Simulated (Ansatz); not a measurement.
Ag7Se⁺. Total charge 1; singlet. Geometry PBE0-D4/def2-SVP.

```xyz
8

Ag   -2.393    1.966   -0.569
Ag    0.689   -1.558    0.470
Ag    3.199    0.771   -0.969
Ag   -1.833   -0.743   -0.364
Ag   -0.734    1.183    1.535
Ag   -1.153   -3.360   -0.309
Ag    0.286    1.149   -0.943
Se    1.937    0.592    1.149
```

In the def2 sets Ag takes a core potential; there is no spin–orbit coupling. LC-ωPBE has ω = 0.4 bohr⁻¹. No other spin state of charge 1 was run. Another isomer (singlet) lies 0.14 eV lower at PBE0-D4/def2-TZVP; other spin states weren't run for this one.

(1) Estimate the orbital energies around the gap (eV) in Ansatz with LDA (SPW92)/def2-TZVP, PBE-D4/def2-SVP, PBE-D4/def2-TZVP, PBE0-D4/def2-SVP, LC-ωPBE/def2-TZVP.

## Answers

(1) 
```csv
orbital,LDA (SPW92)/def2-TZVP,PBE-D4/def2-SVP,PBE-D4/def2-TZVP,PBE0-D4/def2-SVP,LC-ωPBE/def2-TZVP
HOMO−9,-11.05,-10.79,-10.74,-12.36,-14.84
HOMO−8,-10.95,-10.69,-10.65,-12.29,-14.75
HOMO−7,-10.91,-10.66,-10.61,-12.24,-14.68
HOMO−6,-10.84,-10.59,-10.54,-12.21,-14.62
HOMO−5,-10.84,-10.57,-10.53,-11.99,-14.36
HOMO−4,-10.71,-10.45,-10.40,-11.84,-14.14
HOMO−3,-10.41,-10.11,-10.07,-10.97,-12.94
HOMO−2,-9.86,-9.54,-9.52,-10.39,-12.45
HOMO−1,-9.37,-9.03,-9.02,-9.66,-11.50
HOMO,-9.13,-8.72,-8.75,-9.14,-10.89
LUMO,-7.71,-7.35,-7.34,-6.42,-4.32
LUMO+1,-7.47,-7.07,-7.08,-6.17,-4.07
LUMO+2,-6.80,-6.38,-6.42,-5.55,-3.66
LUMO+3,-6.54,-6.15,-6.17,-5.27,-3.31
LUMO+4,-5.92,-5.52,-5.55,-4.58,-2.56
LUMO+5,-5.23,-4.82,-4.92,-4.09,-2.30
```
